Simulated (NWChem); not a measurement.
TaCl₅; SMILES [Cl][Ta]([Cl])([Cl])([Cl])[Cl]

```xyz
6

Ta     0.0000     0.0000     0.0000
Cl     0.0000     0.0000     2.3449
Cl     0.0000     0.0000    -2.3449
Cl    -0.5953     2.2216     0.0000
Cl     2.2216    -0.5953     0.0000
Cl    -1.6263    -1.6263     0.0000
```
Atoms are numbered in this order, from 1.

All runs: NWChem. Medium grid unless said otherwise, to which SCAN and Minnesota functionals are sensitive. Structure relaxed at the PBE-D3(BJ)/def2-SVP level. Not confirmed as a minimum by frequencies. def2 effective core potentials on Ta; no spin-orbit coupling. Total energies of different functionals are on different scales.

```tsv
level	energy (Ha)	highest occupied level (eV)	orbital gap (eV)
B3LYP/def2-SVP	-2357.6865	-8.86	4.91
PBE/def2-SVP	-2356.7038	-7.81	3.38
MN15-L/def2-SVP	-2357.0368	…	…
OLYP/def2-SVP	-2357.7479	-7.71	3.37
B3PW91/def2-SVP	-2357.4586	-9.02	4.93
r2SCAN0/def2-SVP	-2357.4244	-9.54	5.58
Hartree-Fock/def2-SVP	-2353.4467	-12.49	11.82
```

Task: Fill in the missing entries.

Result: 
- MN15-L/def2-SVP, highest occupied level (eV): -8.53
- MN15-L/def2-SVP, orbital gap (eV): 3.95
